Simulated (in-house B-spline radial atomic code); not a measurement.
A run on Cu (an excited or competing configuration) that did not converge. Method: non-relativistic wB97X, spin-polarised, spherical fractional occupations, exact exchange averaged over the configuration, point nucleus; computed with an all-electron radial atomic-structure program (B-spline basis).

Command:
```bash
python run_scf.py task.json out
```
Settings:
```
Z                29
configuration    [Ne] 3s2 3p5 3d10 4s1 4f1
hamiltonian      nr
method           wb97x
spin_polarised   True
exact_exchange   averaged over the configuration
```

First and last ten iterations of the last attempt (damped for 15 steps, keeping 80 % of the old Fock matrix, then DIIS):
```
 iter        energy (Eh)    residual
    1       -1636.546132    3.87e-01
    2       -1636.405470    2.11e-01
    3       -1637.297202    1.12e-01
    4       -1637.585465    5.74e-02
    5       -1637.667208    3.58e-02
    6       -1637.688073    2.49e-02
    7       -1637.694422    1.78e-02
    8       -1637.696202    1.31e-02
    9       -1637.696805    9.71e-03
   10       -1637.696885    7.30e-03
  111       -1637.697605    1.27e-03
  112       -1637.697450    1.01e-03
  113       -1637.697439    1.01e-03
  114       -1637.697276    2.15e-03
  115       -1637.697448    1.91e-03
  116       -1637.697441    1.93e-03
  117       -1637.696532    1.86e-03
  118       -1637.696854    1.83e-03
  119       -1637.697461    2.96e-03
  120       -1637.697244    2.26e-03
 not converged after 120 iterations
```

The smallest residual met was 4.9e-04; the threshold is about 3e-07. No energy from this run should be used. Run time, properties included: 23 s on 1 thread of Arm Neoverse N1, on a shared host.
